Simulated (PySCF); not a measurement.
## Working out the excitation energy of Pt

Pt [Xe] 4f14 5d9 6s1 (3D) → Pt [Xe] 4f14 5d8 6s1 7s1 (5F). All numbers are calculated (PySCF 2.14, a scalar-relativistic core potential, in aug-cc-pVDZ-PP with ECP60MDF (5s5p4d2f, 54 functions)). Frozen: 5s2 5p6. Energies in hartree (1 hartree = 27.21139 eV):

```
            part   Pt (lower)   Pt (upper)
             UHF  -118.512714  -118.311467
CCSD correlation    -0.255567    -0.203453
             (T)    -0.007866    -0.004360
```

Q: What does Hartree-Fock give?

A: (-118.311467) − (-118.512714) = 0.201247 hartree = 5.476 eV.

Q: What do CCSD and CCSD(T) give?

A: The CCSD correlation energies differ by 0.052114 hartree = 1.418 eV and the triples by 0.003506 hartree = 0.095 eV, so CCSD gives 6.894 eV and CCSD(T) 6.989 eV.

A double-zeta basis recovers only part of the correlation energy.
